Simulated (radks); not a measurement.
Task: Radial electron density D(r) = 4 pi r^2 rho(r) of an atom or ion with 20 electrons. Calculated with a radial shooting solver on a logarithmic mesh with Libxc functionals: scalar-relativistic Kohn-Sham, PBE, spin-polarised, spherical densities, point nucleus.

```
   r/bohr * D(r) (the largest magnitude, 26.2, reaches the edge; | marks zero)
 0.009417 |         *
  0.01079 |            *
  0.01236 |              *
  0.01416 |                  *
  0.01636 |                      *
  0.01874 |                          *
  0.02147 |                              *
  0.02459 |                                   *
  0.02818 |                                        *
  0.03228 |                                            *
  0.03699 |                                               *
  0.04237 |                                                  *
  0.04855 |                                                   *
  0.05607 |                                                   *
  0.06423 |                                                 *
  0.07359 |                                              *
  0.08431 |                                          *
   0.0966 |                                       *
   0.1107 |                                      *
   0.1268 |                                      *
   0.1453 |                                         *
   0.1664 |                                             *
   0.1922 |                                                  *
   0.2202 |                                                      *
   0.2523 |                                                      *
    0.289 |                                                  *
   0.3311 |                                           *
   0.3794 |                                  *
   0.4346 |                        *
    0.498 |                 *
   0.5705 |              *
   0.6589 |              *
   0.7549 |                *
   0.8648 |                  *
   0.9908 |                  *
    1.135 |                *
    1.301 |            *
     1.49 |        *
    1.707 |     *
    1.956 |   *
    2.259 | *
    2.588 | *
    2.965 |*
    3.397 |*
    3.891 |*
    4.458 *
    5.108 *
    5.852 *
    6.705 *
    7.743 *
    8.871 *
    10.16 *
```

What is the nuclear charge?

Result: Z = 21. The innermost maximum, from 1s, lies near gamma/Z bohr with gamma = sqrt(1 - (Z/c)^2) = 0.988, here 0.0471 bohr (found: 0.0501), and its height grows with Z. The density is that of the scandium ion Sc+ in [Ar] 3d1 4s1; the configuration itself is not fixed sharply by these data, and Z only to about a unit. D(r) has 3 maxima, at r = 0.0501, 0.239, 0.937 bohr, and minima at 0.115, 0.613 bohr, inside which lie 2.14, 10.40 electrons.
